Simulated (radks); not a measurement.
The nuclear charge of the platinum ion Pt+ is varied continuously with 77 electrons held in [Xe] 4f14 5d9. Method: scalar-relativistic Kohn-Sham, PBE, spin-polarised, spherical densities, finite nucleus; open shells are filled with parallel spins first (spin-orbit coupling, left out, can overturn this in heavy ions); Fermi nuclear charge, rms radius 5.427 fm; computed with a radial shooting solver on a logarithmic mesh with Libxc functionals. By the Hellmann-Feynman theorem dE/dZ = E(electron-nucleus)/Z, the electronic potential at the nucleus (averaged over a nucleus of fixed radius). The scalar-relativistic energy here is not variational (the density holds large components alone), so the two differ by a part that grows with Z.

Z,E (hartree),E(electron-nucleus)/Z (hartree),HOMO,e(HOMO) (eV),<r> HOMO (bohr)
77.6,-18173.8144,-581.441,5d,-9.477,1.731
77.8,-18291.3434,-583.767,5d,-11.674,1.689
78,-18409.3477,-586.093,5d,-13.981,1.651
78.2,-18527.8275,-588.422,5d,-16.392,1.616
78.4,-18646.7835,-590.753,5d,-18.902,1.584
78.6,-18766.2161,-593.085,5d,-21.507,1.553
78.8,-18886.1257,-595.421,5d,-24.202,1.525
79,-19006.5131,-597.758,5d,-26.984,1.499

The central difference of E at Z = 78 is -591.210 hartree, to compare with the third column; the second derivative is -11.9 hartree.
